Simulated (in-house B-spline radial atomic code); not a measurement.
Successive ionisation energies of mercury; each step leads to the configuration of the next row (after the last: [Ne] 3s2 3p3). NIST's values go from ground level to ground level; the uncertainty of those that are theory runs from under 0.1 % in few-electron ions to several per cent in heavy many-electron ones. Computed with an all-electron radial atomic-structure program (B-spline basis): non-relativistic Hartree-Fock, average of the configuration, point nuclei.

This level leaves out relativity, spin-orbit splitting included, which matters for heavy ions.

```csv
ion,configuration,ionisation energy (eV),tabulated value (eV),computed minus tabulated (eV),highest orbital,largest mean radius (bohr)
Hg49+,[Ar] 3d10 4s2 4p1,2625.3,2815,-190,4p,0.38126
Hg50+,[Ar] 3d10 4s2,?,?,?,?,?
Hg51+,[Ar] 3d10 4s1,2835.1,3049.9,-215,4s,0.37797
Hg52+,[Ar] 3d10,5082.1,5055,27,3d,0.19537
Hg53+,[Ar] 3d9,5223.4,5191,32,3d,0.19446
Hg54+,[Ar] 3d8,?,?,?,?,?
Hg55+,[Ar] 3d7,5510.4,5490,20,3d,0.19267
Hg56+,[Ar] 3d6,5656.2,5636,20,3d,0.19179
Hg57+,[Ar] 3d5,5803.5,5780,23,3d,0.19091
Hg58+,[Ar] 3d4,5952.2,6041,-89,3d,0.19003
Hg59+,[Ar] 3d3,6102.4,6192,-90,3d,0.18916
Hg60+,[Ar] 3d2,6254.1,6356,-102,3d,0.1883
Hg61+,[Ar] 3d1,?,?,?,?,?
Hg62+,[Ne] 3s2 3p6,6810.9,6933,-122,3p,0.1866
Hg63+,[Ne] 3s2 3p5,6942.4,7066,-124,3p,0.18597
Hg64+,[Ne] 3s2 3p4,7074.8,7211,-136,3p,0.18535
```

Problem. Fill in the row of Hg50+.

Solution. ionisation energy (eV): 2771.2; tabulated value (eV): 2981; computed minus tabulated (eV): -210; highest orbital: 4s; largest mean radius (bohr): 0.37977.

Problem. Fill in the row of Hg54+.

Solution. ionisation energy (eV): 5366.2; tabulated value (eV): 5335; computed minus tabulated (eV): 31; highest orbital: 3d; largest mean radius (bohr): 0.19356.

Problem. Fill in the row of Hg61+.

Solution. ionisation energy (eV): 6407.3; tabulated value (eV): 6508; computed minus tabulated (eV): -101; highest orbital: 3d; largest mean radius (bohr): 0.18745.

Problem. Where is the largest jump?

Solution. From Hg51+ to Hg52+, by a factor of 1.79 (2835.1 to 5082.1 eV); the highest orbital goes from 4s to 3d.
